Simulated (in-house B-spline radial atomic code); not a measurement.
Results of a calculation; reference values are marked as such.
**What the choice of pseudopotential does to G0W0 on PBE0: Ga⁺**

All numbers come from a B-spline radial code for spherical atoms, non-relativistic, configuration [Ar] 3d10 4s2, open shells at high spin. Semilocal Troullier-Martins pseudo-atoms, one channel per l, are made with PBE or LDA for several valence sets and radii, with or without a model core, and set against the all-electron atom. One channel fits only the lowest state of its l, so a second state of that l is approximate. All electrons give 4s: PBE0 -16.922 eV, G0W0 -20.399 eV, 3d: PBE0 -31.40 eV, G0W0 -37.07 eV. Potentials are made in the ion's own configuration unless the neutral atom is named, and a smooth local potential serves every l without a channel. Potentials that miss their own reference levels by more than 6 millihartree, or need radii over 3.5 bohr, are left out. Columns give pseudo minus all-electron, in eV; a dash marks a level in the core or of low weight.

| valence | made with | radii (bohr) | model core (bohr) | 4s PBE0 | 4s G0W0 | 3d PBE0 | 3d G0W0 |
| --- | --- | --- | --- | --- | --- | --- | --- |
| 4s | PBE, neutral atom | s 1.53 p 2.03 | none | -0.11 | +0.04 | - | - |
| 4s | LDA | s 2.15 p 2.63 | none | -0.56 | -0.44 | - | - |
| 4s | PBE, neutral atom | s 2.49 p 3.30 | none | -0.13 | +0.03 | - | - |
| 4s | PBE | s 1.69 p 2.11 | 1.63 | +0.22 | +0.44 | - | - |
| 4s | LDA, neutral atom | s 1.92 p 2.54 | 1.61 | +0.14 | +0.36 | - | - |
| 3d 4s | PBE, neutral atom | s 1.73 p 2.28 d 1.44 | none | -0.17 | -0.55 | +1.47 | +5.16 |
| 3d 4s | LDA, neutral atom | s 2.49 p 3.30 d 2.07 | none | -0.17 | -0.74 | +1.11 | +4.19 |
| 3d 4s | PBE, neutral atom | s 1.53 p 2.03 d 1.28 | 0.33 | -0.19 | -0.55 | +2.17 | +6.08 |
| 3d 4s | PBE, neutral atom | s 2.21 p 2.92 d 1.84 | 0.33 | -0.21 | -0.70 | +2.30 | +5.60 |
| 3d 4s | LDA, neutral atom | s 2.49 p 3.30 d 2.07 | 0.33 | -0.13 | -0.68 | +1.94 | +5.08 |
| 3p 3d 4s | LDA | s 2.43 p 0.73 d 2.07 | none | -0.31 | -1.34 | +0.50 | +1.62 |
| 3p 3d 4s | PBE, neutral atom | s 1.73 p 0.51 d 1.44 | 0.31 | -0.28 | -1.00 | +0.57 | +1.61 |
| 3s 3p 3d 4s | LDA | s 0.58 p 0.56 d 1.59 | 0.30 | +0.01 | -0.05 | -0.30 | -0.28 |
| 3s 3p 3d 4s | LDA, neutral atom | s 0.66 p 0.65 d 1.83 | 0.31 | -0.01 | -0.13 | -0.35 | -0.31 |

Task: How does the G0W0 shift of 4s, which all sets hold, depend on the valence set?

Result: Mean size: 3s 3p 3d 4s: 0.09 eV; 4s: 0.26 eV; 3d 4s: 0.64 eV; 3p 3d 4s: 1.17 eV. A semicore state feels strong exchange with the other subshells of its n, so the gain is largest when that whole shell is in the valence. A larger valence set can do worse when it takes only part of a shell, whose exchange with the frozen rest is then left to the functional. The means mix radii and the functional used in making the potentials.
